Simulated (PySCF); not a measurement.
**Radial density of C⁺ (carbon, charge +1)**

r2SCAN0, [He] 2s1 2p1 3d1, one real determinant (an excited configuration). All numbers are calculated (PySCF 2.14, scalar relativity by spin-free X2C-1e, in aug-cc-pCVTZ-DK with one added diffuse shell each of s, p, d, f type (8s7p5d3f, 75 functions)).

| r (bohr) | 4πr²ρ (e/bohr) | 4πr²(ρα − ρβ) |
| --- | --- | --- |
| 0.00499 | 0.03834 | 0.0013 |
| 0.00839 | 0.1039 | 0.0034 |
| 0.0141 | 0.2711 | 0.0089 |
| 0.0238 | 0.6801 | 0.0223 |
| 0.0399 | 1.579 | 0.0514 |
| 0.0672 | 3.227 | 0.1030 |
| 0.113 | 5.308 | 0.1611 |
| 0.190 | 6.134 | 0.1672 |
| 0.320 | 4.047 | 0.1447 |
| 0.538 | 1.540 | 0.5383 |
| 0.905 | 1.465 | 1.4089 |
| 1.52 | 1.164 | 1.1637 |
| 2.56 | 0.3404 | 0.3404 |
| 4.31 | 0.2321 | 0.2321 |
| 7.24 | 0.05885 | 0.0588 |
| 12.2 | 0.001878 | 0.0019 |

Densities and radii are taken from the X2C orbitals without a picture-change correction, which distorts them close to the nucleus.

⟨L²⟩ = 8.00 against 12 for a pure F term, so this real determinant mixes terms. The outer electron is Rydberg-like, and this basis confines it to a smaller radius and binds it less than a complete one would.
